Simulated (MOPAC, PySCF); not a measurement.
[Zn(CH3)2], neutral singlet in the gas phase. 

Cartesian coordinates (Å):
```xyz
9

Zn     0.0001     0.0001    -0.0002
C      1.6435     0.3631     0.9891
H      2.4072    -0.4166     0.8052
H      1.4600     0.3964     2.0800
H      2.0854     1.3351     0.6975
C     -1.6433    -0.3633    -0.9893
H     -1.7410     0.3003    -1.8698
H     -2.5388    -0.2091    -0.3574
H     -1.6724    -1.4070    -1.3563
```
Charge 0, spin multiplicity 1.

All levels are single points at this geometry (TPSS-D3(BJ)/def2-SVP); Pople sets use spherical d functions. Orbital energies aren't observables, and empty levels follow the basis.

| level | HOMO (eV) | LUMO (eV) | gap (eV) | dipole (D) | vertical IE, Delta-SCF (eV) |
|---|---|---|---|---|---|
| B3LYP-D3(BJ)/def2-TZVP in PySCF | -6.94 | -0.11 | 6.83 | 0.00 | – |
| PBE-D3(BJ)/def2-TZVP in PySCF | -6.03 | -0.55 | 5.48 | 0.00 | – |
| TPSSh-D3(BJ)/def2-TZVP in PySCF | -6.51 | -0.10 | 6.41 | 0.00 | – |
| B3LYP/LANL2DZ in PySCF | -6.40 | 0.13 | 6.53 | 0.00 | – |
| BP86/6-31G* (LANL2DZ on Zn) in PySCF | -5.44 | -0.18 | 5.27 | 0.00 | – |
| M06-2X/6-31G* (LANL2DZ on Zn) in PySCF | -7.67 | 0.52 | 8.19 | 0.00 | – |
| SVWN5/6-31G* (LANL2DZ on Zn) in PySCF | -5.50 | -0.33 | 5.17 | 0.00 | 8.81 |
| HF/3-21G in PySCF | -9.63 | 2.27 | 11.90 | 0.00 | – |
| HF/6-31G* (LANL2DZ on Zn) in PySCF | -9.56 | 1.98 | 11.54 | 0.00 | – |
| HF/STO-3G in PySCF | -2.82 | 6.00 | 8.82 | 0.00 | – |
| AM1 in MOPAC | -9.93 | 1.39 | 11.32 | 0.00 | – |
| PM3 in MOPAC | -10.44 | 0.68 | 11.12 | 0.00 | – |
| PM6 in MOPAC | -9.24 | 0.31 | 9.55 | 0.00 | – |
